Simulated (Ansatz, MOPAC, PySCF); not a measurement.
System: H₃SiO (charge +1, singlet). SMILES: [OH+]=[SiH2]
Geometry: optimised at B3LYP-D3(BJ)/def2-TZVP (Ansatz, a first-principles code).

Unscaled harmonic wavenumbers (cm⁻¹) in rising order, each level at the stationary point that it reaches from this structure (no distance between atoms moves by over 0.3 Å); the order of modes can differ between levels, and a negative number is imaginary. B3LYP-D3(BJ)/def2-TZVP (PySCF, at the structure above): 571, 608, 726, 736, 942, 1089, 2300, 2375, 3776.

AM1 (MOPAC): 504, 594, 655, 774, 844, 1032, 2211, 2258, 3448. Zero-point energy 17.6 against 18.8 kcal/mol; where all levels lie over 400 cm⁻¹, the wavenumbers are on average 0.943 times those of B3LYP-D3(BJ)/def2-TZVP.

PM3 (MOPAC): 562, 616, 672, 820, 869, 1004, 1837, 1853, 3897. Zero-point energy 17.3 against 18.8 kcal/mol; where all levels lie over 400 cm⁻¹, the wavenumbers are on average 0.944 times those of B3LYP-D3(BJ)/def2-TZVP.

B3LYP/6-31G* (Ansatz): 587, 623, 724, 762, 945, 1073, 2340, 2419, 3732. Zero-point energy 18.9 against 18.8 kcal/mol; where all levels lie over 400 cm⁻¹, the wavenumbers are on average 1.011 times those of B3LYP-D3(BJ)/def2-TZVP.
